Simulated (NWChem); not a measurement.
Species: C₂H₄Br₂; SMILES CC(Br)Br

```xyz
8

C     -2.0203    -0.1802     0.0000
C     -0.6514     0.4484     0.0000
Br     0.3402    -0.0308     1.6005
Br     0.3402    -0.0308    -1.6005
H     -1.9490    -1.2767     0.0000
H     -2.5752     0.1383     0.8954
H     -2.5752     0.1383    -0.8954
H     -0.6874     1.5433     0.0000
```
Atoms are numbered in this order, from 1.

Program: NWChem. Medium grid unless said otherwise, to which SCAN and Minnesota functionals are sensitive. Coordinates come from a PBE0/def2-SVP optimisation.

Question: Order these by “highest occupied level (eV)”, lowest first: Hartree-Fock/def2-TZVPD; PBE0/def2-TZVPD; r2SCAN/def2-TZVPD; CAM-B3LYP/def2-TZVPD; BLYP/def2-TZVPD.

Answer: Hartree-Fock/def2-TZVPD (-10.85), CAM-B3LYP/def2-TZVPD (-9.30), PBE0/def2-TZVPD (-7.98), r2SCAN/def2-TZVPD (-7.02), BLYP/def2-TZVPD (-6.56)
